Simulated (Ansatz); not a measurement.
C2H4AlClO (`[Cl][Al]1[CH2]C[O]1`), relaxed with RKS PBE0-D4/def2-TZVP in Ansatz 0.2.0 from a PBE-D4/def2-SVP geometry. The force threshold is 0.005 eV/Å; the program also tests the step.

The species carries charge 0 and has multiplicity 1.

Start:

```xyz
9

Cl    2.075   -2.427    1.423
Al    0.747   -1.006    0.626
C     0.488    0.516   -0.583
C    -0.960    0.380   -0.029
O    -0.954   -0.737    0.907
H     0.994    1.470   -0.335
H     0.587    0.327   -1.669
H    -1.285    1.303    0.502
H    -1.693    0.175   -0.841
```

Problem. By how much does the energy fall, and how many steps does the optimiser take? (Best estimate.)

Solution. The calculation gave: 0.05 eV, in 6 steps, 1 of them rejected.

Problem. Which bonds change most? (An estimate is asked.)

Solution. Ansatz gave: Al2–O5 from 1.746 to 1.710 Å; Al2–C3 from 1.961 to 1.937 Å; Cl1–Al2 from 2.102 to 2.080 Å.

Problem. Give the relaxed structure. (Estimate.)

Solution. Computed: 
```xyz
9

Cl    2.048   -2.396    1.404
Al    0.728   -0.994    0.619
C     0.489    0.509   -0.579
C    -0.951    0.381   -0.033
O    -0.938   -0.728    0.900
H     0.983    1.448   -0.330
H     0.581    0.330   -1.650
H    -1.269    1.284    0.496
H    -1.671    0.165   -0.827
```
